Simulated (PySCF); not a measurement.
**State search for MgBe**

Unrestricted PBE0; basis Mg def2-SVPD, Be def2-SVPD; no relativity; PySCF 2.14. Outer shells of the fragments: Mg 3s2; Be 2s2.

Followed along the bond (rough minima from three points):

```tsv
2Ms+1	unpaired	⟨S²⟩ at the start	R at minimum (Å)	Te (eV)
1	none	0.00	3.07	0.00
3	σ ↑, π ↑	2.04	2.42	1.00
3	σ ↑↑	2.00	2.59	1.01
1	σ ↑, π ↓	1.04	2.40	1.30
```

Solutions found at the starting distance of 2.315 Å, counted from the lowest of them; the search is not exhaustive and high or unbound solutions are not listed, so other states can lie among these:

```csv
2Ms+1,unpaired,term,E (eV),⟨S²⟩,⟨Lz²⟩,μ (D)
1,none,¹Σ⁺,0.00,0.00,0.00,-0.71
3,"σ ↑, π ↑",³Π,0.49,2.04,1.00,-1.74
3,σ ↑↑,³Σ⁺,0.67,2.00,0.00,-0.52
1,"σ ↑, π ↓",mixed,0.79,1.04,1.00,-1.64
3,π ↑↑,³Σ⁻,2.15,2.11,0.00,-2.90
3,π ↑↑,mixed,3.94,2.02,2.00,0.72
```

A term symbol is given only where ⟨S²⟩ and ⟨Lz²⟩ are close to those of a pure state; real π, δ and φ orbitals otherwise mix terms. A positive dipole means Mg(−)Be(+).

**Question.** Compare the gap between the two lowest followed solutions at the starting distance with the gap between their minima.

**Answer.** At PBE0 the second solution (triplet, unpaired electrons σ ↑, π ↑) lies +0.49 eV from the first (singlet, closed shell) at 2.315 Å and +1.00 eV at the minima; the two curves relax by different amounts, since their minima lie near 2.42 and 3.07 Å.

Counting both spins, an empty level lies below a filled one in some of these solutions, because spin and occupation are held.
